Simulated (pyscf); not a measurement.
This saddle point was located with ωB97X-D3(BJ)/def2-SVP in PySCF.

```xyz
8

Ge     0.7867     1.1213    -0.2643
H      0.9025     1.1376    -1.8106
H     -0.1269     2.3157     0.0986
Cl    -1.7062    -2.1055    -0.0298
Si    -0.0916    -0.9508     0.5834
Cl    -0.5097    -0.3999     2.5142
H     -0.6895     0.2202    -0.5057
H      1.0474    -1.8793     0.4471
```
Charge 0, spin multiplicity 1.

Surface: singlet, charge 0. Lowest wavenumbers (cm⁻¹): 195i, 106, 126, 202, 264.

Problem. Which two sides does it connect, and which bonds change?

Solution. `[GeH2]` [singlet] + `[Cl][SiH2][Cl]` ⇌ `[Cl][SiH]([Cl])[GeH3]`, an insertion read from left to right: H–Si broken and Ge–Si, Ge–H formed. At ωB97M-D3(BJ)/def2-TZVP it lies -2.2 kcal/mol from the left side and +38.0 kcal/mol from the right (each side as separated species at their lowest minima found). On the reactant side the descent ends in an adduct with a Ge–Si contact, 9.9 kcal/mol under the separated species and 1.7 kcal/mol under the saddle at ωB97X-D3(BJ)/def2-TZVP. At ωB97M-D3(BJ) the saddle lies under the separated reactants, which points to a path from their complex (located at ωB97X-D3(BJ) alone). What is counted as formed (Ge–Si) is already present as a longer contact in the reactant adduct; forming that adduct is a step of its own. At ωB97X-D3(BJ) the barrier from the zero used here is -8.2 kcal/mol. This is the saddle that the search found; another between the same sides may lie lower. Elements up to Kr have no core potential and no relativistic terms here.
